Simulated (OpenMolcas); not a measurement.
An atom or ion with 13 electrons was computed by MS-RASPT2, IPEA 0.25 Eh, imaginary shift 0.1 Eh with spin-orbit coupling (OpenMolcas, ANO-RCC-VTZP, DKH2). The lowest levels that the run gave, each within 12 % of the measured value where one is at hand:

| J | Parity | E (cm⁻¹) | g |
| --- | --- | --- | --- |
| 1/2 | odd | 0.0 | 0.666 |
| 3/2 | odd | 841 | 1.334 |
| 1/2 | even | 69891 | 2.670 |
| 3/2 | even | 70194 | 1.735 |
| 5/2 | even | 70684 | 1.601 |
| 3/2 | even | 94320 | 0.800 |
| 5/2 | even | 94344 | 1.201 |
| 1/2 | even | 124659 | 2.000 |
| 1/2 | even | 135735 | 0.668 |
| 3/2 | even | 136279 | 1.334 |

Task: Which ion is it, and what are the configurations and terms?

Result: S³⁺ (Z = 16, charge +3; active space 3 electrons in 9 orbitals (RAS2 3s 3p; RAS3 3d, at most 2 electrons)). J, parity and g give the terms where levels are pure, and mixed ones are named by the computed weights; the size of the splittings, set against known spectra of the 13-electron sequence, gives the charge. In order, with the measured energies in cm⁻¹ (NIST levels in Podobedova, Kelleher and Wiese, J. Phys. Chem. Ref. Data 38, 171 (2009)): 3s² 3p ²P°_1/2, 3s² 3p ²P°_3/2 (951), 3s 3p² ⁴P_1/2 (71184), 3s 3p² ⁴P_3/2 (71529), 3s 3p² ⁴P_5/2 (72074), 3s 3p² ²D_3/2 (94103), 3s 3p² ²D_5/2 (94150), 3s 3p² ²S_1/2 (123509), 3s 3p² ²P_1/2 (133620), 3s 3p² ²P_3/2 (134245).

Active for correlation alone: 3d; no level in the range computed is led by a configuration that fills it, so any true level of that kind is missing. Some terms mix strongly with configurations of 3d, whose occupation reaches 0.17 (3s 3p² ²D). Measured partners are found by configuration, term and J. A level has none where our copy of the source lacks it or the pairing is in doubt (some pairs that miss far off the trend of their configuration count as doubtful), and it then counts in no deviation. Only configurations of the active space appear.

° marks odd parity.
